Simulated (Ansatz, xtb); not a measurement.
Two isomers of ClH4OSi2+

Structure I is `Cl[Si@@H]1[OH+][SiH2]1`, a singlet and structure II is `[SiH2+]O[SiH2]Cl`, a singlet. Both are isolated ions in the gas phase, relaxed with B3LYP-D3(BJ)/def2-SVP; each stands in its lowest conformer found.

**Question.** Estimate which is lower in electronic energy at CCSD(T)/def2-SVP + ΔMP2/def2-TZVPP, and by roughly how much.

**Answer.** The CCSD(T)/def2-SVP + ΔMP2/def2-TZVPP calculation puts structure II lower, by 20.2 kcal/mol.

The same difference at several levels:

| level | geometry | E(II) − E(I) (kcal/mol) | departure from the last row (kcal/mol) | job, with rough time for the two |
| --- | --- | --- | --- | --- |
| B3LYP-D3(BJ)/def2-SVP | B3LYP-D3(BJ)/def2-SVP | −16.4 | +3.8 | optimisation, 2.2 min |
| HF/def2-SVP | B3LYP-D3(BJ)/def2-SVP | −25.0 | −4.7 | part of the CCSD(T) run |
| MP2/def2-SVP | B3LYP-D3(BJ)/def2-SVP | −19.1 | +1.1 | part of the CCSD(T) run |
| CCSD(T)/def2-SVP | B3LYP-D3(BJ)/def2-SVP | −18.1 | +2.1 | single point |
| CCSD(T)/def2-SVP + ΔMP2/def2-TZVPP | B3LYP-D3(BJ)/def2-SVP | −20.2 |  | single point, 58 s |

As drawn, II has 1 Si–H in place of 1 Si–Si, 1 O–H. Structure I has a 3-membered ring, II no ring.

None of the levels shown reverses the order. The largest departure from CCSD(T)/def2-SVP + ΔMP2/def2-TZVPP is that of HF/def2-SVP, 4.7 kcal/mol. Levels run at GFN2-xTB geometries aren't shown. The last row adds to CCSD(T) the change of the MP2 difference between the two basis sets, here −2.1 kcal/mol.

With harmonic frequencies from B3LYP-D3(BJ)/def2-SVP (ideal gas, rigid rotor, one conformer each, 298.15 K, 1 atm): on the last row, ΔE + ΔZPE = −21.4, ΔH = −21.2, ΔG = −22.5 kcal/mol.

The correlated steps freeze 16 core orbitals. Mirror images aren't counted in ΔG. Programs: Ansatz 0.2.0; the last row on 1 thread of AMD EPYC (Zen 3) on a shared host.
